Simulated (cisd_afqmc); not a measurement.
Input (AFQMC/CISD/cc-pV(D+d)Z; cisd_afqmc is a phaseless AFQMC code with CISD trial states that reads the integrals written by Ansatz): A basis named .json is the Basis Set Exchange file of that set.

Ansatz 0.2 input:
```python
import cisd_afqmc

open("ham.yaml", "w").write("""\
crystal:
  periodic: [false, false, false]
  atoms:
    - {symbol: S, position_ang: [1.56923687, -0.30498979, 0.11767735]}
    - {symbol: C, position_ang: [0.09578570, -0.03208337, 0.02546648]}
    - {symbol: S, position_ang: [-1.48646509, 0.34133103, -0.18265028]}
    - {symbol: H, position_ang: [-1.89906265, -0.38895954, 0.88676794]}
basis:
  gaussian:
    orbitals: cc-pV_D+d_Z.json
total_charge: 1
magnetization: {spin_polarized: false}
correlation: {method: ccsd, electrons: outside_noble_gas, hamiltonian_folder: ham}
""")
rep = cisd_afqmc.ansatz("ham.yaml")
e_ccsd = rep["correlation"]["coupled_cluster"]["energy"]["hartree"]
out = cisd_afqmc.run("ham", e_ccsd, trial="CISD", walkers=100, populations=8, threads=8, dt=0.005, steps=40, early=24, settle=10, least=32,
    cut=5e-5, rank_cut=2e-4, target=0.0004, seconds=1500, seed=1, memory=17280, gpu=False)
```

Output:

```
orbitals 54, occupied [8], factors 329 of 636, rank of the doubles 170 of 368
E(HF) = -833.202839
E(CCSD) on the cut factors = -833.620006, shift to the whole factors -0.000013
Energy of the trial state on the determinant = -833.619917
  tau behind 7.2 of longer steps, mean of the populations' last blocks
   2.0  -833.64154
   4.0  -833.64348
   6.0  -833.64511
   8.0  -833.64301
  10.0  -833.64033
  12.0  -833.64257
  14.0  -833.64415
  16.0  -833.64804
  18.0  -833.64666
  20.0  -833.64335
  22.0  -833.64311
  24.0  -833.64374
  26.0  -833.64385
  28.0  -833.64184
  30.0  -833.64720
  32.0  -833.64073
  34.0  -833.64220
  36.0  -833.64177
  38.0  -833.64180
  40.0  -833.64439
  42.0  -833.64899
blocks 1865 (6 outliers left out), error by blocks joined: 1: 0.00019, 2: 0.00025, 4: 0.00030, 8: 0.00035, 16: 0.00040
E(AFQMC/CISD) = -833.64356 +/- 0.00040
```

A triplet may lie lower; no result for it is given here.
